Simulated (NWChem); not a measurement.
Program: NWChem. System: H₄AlN, charge 1, spin multiplicity 2, at the geometry of a parent with another charge or spin, in a state set for the comparison that need not be this species' ground state. Its SCF solution wasn't tested for a lower state. Level: UHF/aug-cc-pVDZ.

Job file:

```
start mol
memory heap 200 mb stack 900 mb global 1100 mb
charge 1
geometry units angstroms nocenter noautoz
  Al     0.000000     0.000000    -0.651695
  H     -1.403871     0.000000    -1.393270
  H      1.403871     0.000000    -1.393270
  N      0.000000     0.000000     1.121274
  H      0.829606     0.000000     1.704828
  H     -0.829606     0.000000     1.704828
  symmetry group C2v
end
basis spherical
  * library aug-cc-pvdz
end
scf
  uhf
  nopen 1
  maxiter 100
  thresh 1e-7
  semidirect memsize 60000000 filesize 0
  # guess.movecs holds the orbitals of an unrestricted PBE0 run
  vectors input guess.movecs output mol.movecs
end
task scf energy
```

Output (cleaned and shortened):

```
             Northwest Computational Chemistry Package (NWChem) 7.3.0
             --------------------------------------------------------

                                NWChem Input Module
                                -------------------

 Scaling coordinates for geometry "geometry" by  1.889725989
 (inverse scale =  0.529177249)

 Turning off AUTOSYM since
 SYMMETRY directive was detected!

                             Geometry "geometry" -> ""
                             -------------------------

 Output coordinates in angstroms (scale by  1.889725989 to convert to a.u.)

  No.       Tag          Charge          X              Y              Z
 ---- ---------------- ---------- -------------- -------------- --------------
    1 Al                  13.0000     0.00000000     0.00000000    -0.65169500
    2 H                    1.0000    -1.40387100     0.00000000    -1.39327000
    3 H                    1.0000     1.40387100     0.00000000    -1.39327000
    4 N                    7.0000     0.00000000     0.00000000     1.12127400
    5 H                    1.0000     0.82960600     0.00000000     1.70482800
    6 H                    1.0000    -0.82960600     0.00000000     1.70482800

 Effective nuclear repulsion energy (a.u.)      52.3307044257

            Nuclear Dipole moment (a.u.)
            ----------------------------
        X                 Y               Z
 ---------------- ---------------- ----------------
     0.0000000000     0.0000000000    -0.0000018897

      Symmetry information
      --------------------

 Group name             C2v
 Group number             16
 Group order               4
 No. of unique centers     4

      Symmetry unique atoms

     1    2    4    5


 Summary of "ao basis" -> "" (spherical)
 ------------------------------------------------------------------------------
       Tag                 Description            Shells   Functions and Types
 ---------------- ------------------------------  ------  ---------------------
 *                        aug-cc-pvdz                 on all atoms

 Summary of "ao basis" -> "ao basis" (spherical)
 ------------------------------------------------------------------------------
       Tag                 Description            Shells   Functions and Types
 ---------------- ------------------------------  ------  ---------------------
 Al                       aug-cc-pvdz               11       27   5s4p2d
 H                        aug-cc-pvdz                5        9   3s2p
 N                        aug-cc-pvdz                9       23   4s3p2d

                                 NWChem SCF Module
                                 -----------------

  ao basis        = "ao basis"
  functions       =    86
  atoms           =     6
  alpha electrons =    12
  beta  electrons =    11
  charge          =   1.00
  wavefunction    = UHF
  use symmetry    = T
  symmetry adapt  = T

 Summary of "ao basis" -> "ao basis" (spherical)
 ------------------------------------------------------------------------------
       Tag                 Description            Shells   Functions and Types
 ---------------- ------------------------------  ------  ---------------------
 Al                       aug-cc-pvdz               11       27   5s4p2d
 H                        aug-cc-pvdz                5        9   3s2p
 N                        aug-cc-pvdz                9       23   4s3p2d

      Symmetry analysis of basis
      --------------------------

        a1         38
        a2          8
        b1         25
        b2         15

 Forming initial guess at       0.0s

   Symmetry analysis of molecular orbitals - initial alpha
   -------------------------------------------------------

  Numbering of irreducible representations:

     1 a1          2 a2          3 b1          4 b2

  Orbital symmetries:

     1 a1          2 a1          3 a1          4 b2          5 a1
     6 b1          7 a1          8 b1          9 a1         10 b2
    11 a1         12 b1         13 b2         14 a1         15 a1
    16 b1         17 a1         18 b1         19 a1         20 b2
    21 a2         22 b1

   Symmetry analysis of molecular orbitals - initial beta
   ------------------------------------------------------

  Numbering of irreducible representations:

     1 a1          2 a2          3 b1          4 b2

  Orbital symmetries:

     1 a1          2 a1          3 a1          4 b2          5 a1
     6 b1          7 a1          8 b1          9 a1         10 a1
    11 b1         12 b2         13 b2         14 a1         15 a1
    16 b1         17 a1         18 b1         19 a1         20 b2
    21 a2         22 b1

 Starting SCF solution at       0.0s

 ----------------------------------------------
         Quadratically convergent UHF

 Convergence threshold     :          1.000E-07
 Maximum no. of iterations :          100
 Integral*density screening:          1.000E-09
 ----------------------------------------------

              iter       energy          gnorm     gmax       time
             ----- ------------------- --------- --------- --------
                 1     -298.4048326646  2.96D-01  8.14D-02      0.7
                 2     -298.4131352413  1.19D-02  3.12D-03      0.7
                 3     -298.4131726695  8.28D-05  2.71D-05      0.8
                 4     -298.4131726720  4.49D-09  9.30D-10      1.0

       Final UHF  results
       ------------------

         Total SCF energy =   -298.413172671994
      One electron energy =   -510.990311063414
      Two electron energy =    160.246433965735
 Nuclear repulsion energy =     52.330704425684
[...]
   21   -0.0325
   22   -0.0183

          Final beta eigenvalues
          ----------------------

              1
    1  -58.7107
    2  -15.9105
    3   -5.1273
    4   -3.4421
    5   -3.4412
    6   -3.4377
    7   -1.4041
    8   -0.9810
    9   -0.9264
   10   -0.7006
   11   -0.6197
   12   -0.2561
   13   -0.1269
   14   -0.1059
   15   -0.0834
   16   -0.0697
   17   -0.0580
   18   -0.0550
   19   -0.0440
   20   -0.0431
   21   -0.0287
   22   -0.0159

                    UHF Final Alpha Molecular Orbital Analysis
                    ------------------------------------------

 Vector   10  Occ=1.000000D+00  E=-8.763974D-01  Symmetry=b2
              MO Center=  1.1D-16, -3.2D-16,  1.1D+00, r^2= 7.7D-01
   Bfn.  Coefficient  Atom+Function         Bfn.  Coefficient  Atom+Function
  ----- ------------  ---------------      ----- ------------  ---------------
    51      0.643998  4 N  py                54      0.469415  4 N  py

 Vector   11  Occ=1.000000D+00  E=-7.040427D-01  Symmetry=a1
              MO Center= -1.8D-17,  1.3D-17, -1.1D+00, r^2= 2.3D+00
   Bfn.  Coefficient  Atom+Function         Bfn.  Coefficient  Atom+Function
  ----- ------------  ---------------      ----- ------------  ---------------
     4      0.405733  1 Al s                  3      0.368074  1 Al s
    28      0.260085  2 H  s                 37      0.260085  3 H  s
    11     -0.179132  1 Al pz

 Vector   12  Occ=1.000000D+00  E=-6.183760D-01  Symmetry=b1
              MO Center= -1.1D-13,  5.0D-14, -1.2D+00, r^2= 2.6D+00
   Bfn.  Coefficient  Atom+Function         Bfn.  Coefficient  Atom+Function
  ----- ------------  ---------------      ----- ------------  ---------------
     9      0.359451  1 Al px                28     -0.303726  2 H  s
    37      0.303726  3 H  s                 29     -0.157605  2 H  s
    38      0.157605  3 H  s                 12      0.154946  1 Al px

 Vector   13  Occ=0.000000D+00  E=-1.368525D-01  Symmetry=b2
              MO Center= -1.6D-15,  6.8D-16, -6.7D-01, r^2= 6.1D+00
   Bfn.  Coefficient  Atom+Function         Bfn.  Coefficient  Atom+Function
  ----- ------------  ---------------      ----- ------------  ---------------
    13      0.693299  1 Al py                10      0.323311  1 Al py
    16      0.239744  1 Al py

 Vector   14  Occ=0.000000D+00  E=-1.325335D-01  Symmetry=a1
              MO Center= -4.6D-17, -8.0D-16,  1.8D+00, r^2= 8.6D+00
   Bfn.  Coefficient  Atom+Function         Bfn.  Coefficient  Atom+Function
  ----- ------------  ---------------      ----- ------------  ---------------
    49     -0.594220  4 N  s                  5      0.568285  1 Al s
    71      0.419512  5 H  s                 80      0.419512  6 H  s
    14      0.393174  1 Al pz                48     -0.384448  4 N  s
     4      0.244450  1 Al s                 30     -0.167159  2 H  s
    39     -0.167159  3 H  s

 Vector   15  Occ=0.000000D+00  E=-8.461796D-02  Symmetry=b1
              MO Center=  1.2D-13, -1.5D-15,  1.7D+00, r^2= 1.6D+01
   Bfn.  Coefficient  Atom+Function         Bfn.  Coefficient  Atom+Function
  ----- ------------  ---------------      ----- ------------  ---------------
    71      1.526699  5 H  s                 80     -1.526699  6 H  s
    15      0.641315  1 Al px                30      0.575733  2 H  s
    39     -0.575733  3 H  s                 53     -0.150693  4 N  px

                     UHF Final Beta Molecular Orbital Analysis
                     -----------------------------------------

 Vector    9  Occ=1.000000D+00  E=-9.264158D-01  Symmetry=a1
              MO Center= -3.3D-16,  6.7D-17,  8.4D-01, r^2= 1.1D+00
   Bfn.  Coefficient  Atom+Function         Bfn.  Coefficient  Atom+Function
  ----- ------------  ---------------      ----- ------------  ---------------
    52      0.496106  4 N  pz                 4      0.346341  1 Al s
    55      0.309052  4 N  pz                49     -0.257124  4 N  s
     3     -0.202747  1 Al s                 48     -0.191536  4 N  s
    69      0.186440  5 H  s                 78      0.186440  6 H  s
     5      0.153707  1 Al s

 Vector   10  Occ=1.000000D+00  E=-7.006293D-01  Symmetry=a1
              MO Center=  1.2D-14,  1.1D-16, -1.1D+00, r^2= 2.4D+00
   Bfn.  Coefficient  Atom+Function         Bfn.  Coefficient  Atom+Function
  ----- ------------  ---------------      ----- ------------  ---------------
     4      0.406707  1 Al s                  3      0.345446  1 Al s
    28      0.261014  2 H  s                 37      0.261014  3 H  s
    11     -0.197294  1 Al pz                52      0.162921  4 N  pz

 Vector   11  Occ=1.000000D+00  E=-6.196712D-01  Symmetry=b1
              MO Center= -9.8D-15,  1.1D-13, -1.2D+00, r^2= 2.6D+00
   Bfn.  Coefficient  Atom+Function         Bfn.  Coefficient  Atom+Function
  ----- ------------  ---------------      ----- ------------  ---------------
     9      0.357400  1 Al px                28     -0.305191  2 H  s
    37      0.305191  3 H  s                 29     -0.158531  2 H  s
    38      0.158531  3 H  s                 12      0.151527  1 Al px

 Vector   12  Occ=0.000000D+00  E=-2.560576D-01  Symmetry=b2
              MO Center=  6.6D-15,  3.1D-15,  8.3D-01, r^2= 2.3D+00
   Bfn.  Coefficient  Atom+Function         Bfn.  Coefficient  Atom+Function
  ----- ------------  ---------------      ----- ------------  ---------------
    51      0.369518  4 N  py                54      0.357281  4 N  py
    57      0.193192  4 N  py                10      0.189310  1 Al py
    13      0.152888  1 Al py

 Vector   13  Occ=0.000000D+00  E=-1.268949D-01  Symmetry=a1
              MO Center= -2.7D-13, -2.3D-14,  1.8D+00, r^2= 9.1D+00
   Bfn.  Coefficient  Atom+Function         Bfn.  Coefficient  Atom+Function
  ----- ------------  ---------------      ----- ------------  ---------------
    49      0.748276  4 N  s                  5     -0.633550  1 Al s
    71     -0.445275  5 H  s                 80     -0.445275  6 H  s
    14     -0.415538  1 Al pz                48      0.350549  4 N  s
     4     -0.261978  1 Al s                 30      0.174295  2 H  s
    39      0.174295  3 H  s

 Vector   14  Occ=0.000000D+00  E=-1.058804D-01  Symmetry=b2
              MO Center= -6.2D-16,  1.2D-14, -6.8D-01, r^2= 7.8D+00
   Bfn.  Coefficient  Atom+Function         Bfn.  Coefficient  Atom+Function
  ----- ------------  ---------------      ----- ------------  ---------------
    13      0.776078  1 Al py                57     -0.396903  4 N  py
    16      0.380828  1 Al py                54     -0.249208  4 N  py
    10      0.246335  1 Al py                51     -0.217949  4 N  py

 center of mass
 --------------
 x =   0.00000000 y =   0.00000000 z =  -0.05266125

 moments of inertia (a.u.)
 ------------------
         138.560344858602           0.000000000000           0.000000000000
           0.000000000000         157.700587899340           0.000000000000
           0.000000000000           0.000000000000          19.140243040737

  Mulliken analysis of the total density
  --------------------------------------

    Atom       Charge   Shell Charges
 -----------   ------   -------------------------------------------------------
    1 Al  13    12.04   2.00  2.02  0.62  0.20  0.04  6.00  0.84  0.13  0.01  0.16  0.01
    2 H    1     0.95   0.68  0.31 -0.06  0.01  0.01
    3 H    1     0.95   0.68  0.31 -0.06  0.01  0.01
    4 N    7     7.42   2.00  0.77  0.77  0.15  2.30  1.31  0.12  0.01 -0.03
    5 H    1     0.82   0.71  0.07 -0.01  0.06 -0.01
    6 H    1     0.82   0.71  0.07 -0.01  0.06 -0.01

  Mulliken analysis of the alpha density
  --------------------------------------

    Atom       Charge   Shell Charges
 -----------   ------   -------------------------------------------------------
    1 Al  13     6.02   1.00  1.01  0.31  0.11  0.02  3.00  0.41  0.06  0.01  0.08  0.00
    2 H    1     0.47   0.34  0.15 -0.03  0.00  0.01
    3 H    1     0.47   0.34  0.15 -0.03  0.00  0.01
    4 N    7     4.30   1.00  0.41  0.40  0.07  1.47  0.88  0.08  0.01 -0.01
    5 H    1     0.37   0.33  0.02 -0.00  0.03 -0.01
    6 H    1     0.37   0.33  0.02 -0.00  0.03 -0.01

   Mulliken analysis of the beta density
   -------------------------------------

    Atom       Charge   Shell Charges
 -----------   ------   -------------------------------------------------------
    1 Al  13     6.02   1.00  1.01  0.31  0.09  0.02  3.00  0.43  0.07  0.01  0.08  0.01
    2 H    1     0.48   0.34  0.15 -0.03  0.00  0.01
    3 H    1     0.48   0.34  0.15 -0.03  0.00  0.01
    4 N    7     3.12   1.00  0.37  0.37  0.08  0.83  0.43  0.04  0.01 -0.02
    5 H    1     0.45   0.38  0.05 -0.00  0.02  0.00
    6 H    1     0.45   0.38  0.05 -0.00  0.02  0.00

   Mulliken analysis of the spin density
   -------------------------------------

    Atom       Charge   Shell Charges
 -----------   ------   -------------------------------------------------------
    1 Al  13     0.00  -0.00  0.00 -0.01  0.02  0.01  0.00 -0.01 -0.00  0.00  0.00 -0.01
    2 H    1    -0.01  -0.00 -0.00 -0.00  0.00 -0.00
    3 H    1    -0.01  -0.00 -0.00 -0.00  0.00 -0.00
    4 N    7     1.18   0.00  0.04  0.03 -0.01  0.64  0.45  0.03 -0.00  0.00
    5 H    1    -0.08  -0.05 -0.03 -0.00  0.01 -0.01
    6 H    1    -0.08  -0.05 -0.03 -0.00  0.01 -0.01

       Multipole analysis of the density wrt the origin
       ------------------------------------------------

     L   x y z        total         alpha         beta         nuclear
     -   - - -        -----         -----         ----         -------
     0   0 0 0      1.000000    -12.000000    -11.000000     24.000000

     1   1 0 0     -0.000000      0.000000     -0.000000      0.000000
     1   0 1 0     -0.000000     -0.000000     -0.000000      0.000000
     1   0 0 1      1.731518     -0.169033      1.900553     -0.000002

     2   2 0 0    -13.618503    -16.420155    -16.189981     18.991634
     2   1 1 0      0.000000      0.000000      0.000000      0.000000
     2   1 0 1     -0.000000      0.000000     -0.000000      0.000000
     2   0 2 0    -11.133094     -6.391827     -4.741268      0.000000
     2   0 1 1      0.000000      0.000000      0.000000      0.000000
     2   0 0 2     -7.038804    -48.598997    -44.206951     85.767145

 Task  times  cpu:        1.0s     wall:        1.0s

 Total times  cpu:        1.1s     wall:        1.1s
```
